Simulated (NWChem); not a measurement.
System: bromotrifluoromethane (CBrF$_{3}$); SMILES FC(F)(F)Br

Here is an NWChem input.

```
start job
memory heap 200 mb stack 900 mb global 1100 mb
geometry units angstroms noautosym nocenter noautoz
  F      0.887290     0.887290    -1.275280
  C      0.000000     0.000000    -0.821949
  F      0.324771    -1.212061    -1.275280
  F     -1.212061     0.324771    -1.275280
  Br     0.000000     0.000000     1.136491
end
basis spherical
  F library 3-21g
  C library 3-21g
  Br library 3-21g
end
dft
  xc hfexch
  iterations 150
end
tddft
  cis
  nroots 6
  notriplet
end
task tddft energy
```

STO-3G and 3-21G are far too small for this property and stand as cheap habits. Structure relaxed at the PBE-D3(BJ)/def2-SVP level.

Vertical excitations in the gas phase.

Q: Predict the main results of this run. (Hartree-Fock/3-21G, CIS.) Quantities: basis functions; lowest excitation, singlet (eV); oscillator strength of that lowest state; lowest state with f > 0.02, singlet (eV); oscillator strength of that bright state; orbital gap (eV).

A: number of basis functions: 58
lowest excitation, singlet (eV): 7.16
oscillator strength of that lowest state: 0.002
lowest state with f > 0.02, singlet (eV): 11.57
oscillator strength of that bright state: 1.178
orbital gap (eV): 15.51
